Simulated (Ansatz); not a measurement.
A made-up structure of BSiH2SO (charge -1), singlet:

```
atom    x (Å)    y (Å)    z (Å)
 Si1  -0.7775   1.1538  -0.2454
  B2   0.4020  -0.6089   0.0287
  O3   1.3982  -1.5551  -0.5503
  S4   0.8960  -2.2111   1.2850
  H5  -0.4562   1.7771  -1.4405
  H6  -1.4626   1.4444   0.9225
```

It is relaxed with PBE-D4/def2-SVPD and then PBE0-D4/def2-TZVPD (Ansatz 0.2.0). Atoms count as bonded within 1.22 times the sum of their covalent radii (H–H: 0.88 Å). The end point is not checked to be a true minimum.

(1) Does its bonding change? (A judgement: the text doesn't fix the answer.)

## Answers

(1) By the calculation: No: no bond forms or breaks.

Where it ends: The first stage lowers the energy by 1.91 eV in 10 steps. It ends as BSiH₂SO ([SiH2][B]1[O][S]1), total charge -1:
Si1  (-1.114, 0.724, -0.443)
B2  (0.306, -0.582, -0.005)
O3  (1.315, -1.341, -0.456)
S4  (0.854, -1.931, 1.179)
H5  (-0.229, 1.719, -1.191)
H6  (-1.130, 1.411, 0.916)
(Å)

Labels in which every atom is bracketed show which atoms are joined, not bond orders.

For scale, one of the runs: PBE0-D4/def2-TZVPD relaxation, 184 basis functions, launched by `ansatz run in.yaml --threads 2 --pin off --events-out ev --progress --plain --max-ram 4352MiB`. Hardware: 2 CPU threads of an Arm Neoverse V1, shared host. Wall time about 40 s.
